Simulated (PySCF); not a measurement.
Spinor energies of Tb⁵⁵⁺ (terbium, charge +55)

Start: [Ne]. Calculated with PySCF 2.14 in an uncontracted even-tempered set (17 s from 36 bohr⁻², ratio 2.4; 13 p from 46 bohr⁻², ratio 2.4; 5 d from 170 bohr⁻², ratio 2.6; 4 f from 250 bohr⁻², ratio 2.6): generalised Hartree-Fock with the X2C-1e Hamiltonian and a Gaussian nucleus; one run each with spin-orbit coupling (SO) switched off, then screened by Boettger's factors.

| spinor shell | electrons | ε, spin-free (eV) | ε, screened SO (eV) | weight of nominal j (screened SO) | rms radius, screened SO (bohr) |
| --- | --- | --- | --- | --- | --- |
| 1s1/2 | 2 | -56630.6 | -56623.0 | 1.000 | 0.0244 |
| 2s1/2 | 2 | -12861.0 | -12859.1 | 1.000 | 0.0970 |
| 2p1/2 | 2 | -11919.2 | -12466.7 | 1.000 | 0.0828 |
| 2p3/2 | 4 | -11919.2 | -11687.6 | 1.000 | 0.0888 |

```csv
quantity,spin-free,screened SO
E (hartree),-8313.28786,-8319.80957
M_J,0,0
⟨J²⟩,0.000,0.000
⟨L²⟩,0.000,0.019
⟨S²⟩,0.000,0.019
```

Breit and QED terms are absent; they matter most for the inner s and p1/2 levels.

Densities and radii are taken from the X2C orbitals without a picture-change correction, which distorts them close to the nucleus.

Without spin-orbit coupling the j labels of p, d and f shells carry no meaning; the spin-free column gives the mean over the occupied spinors of each nl shell.
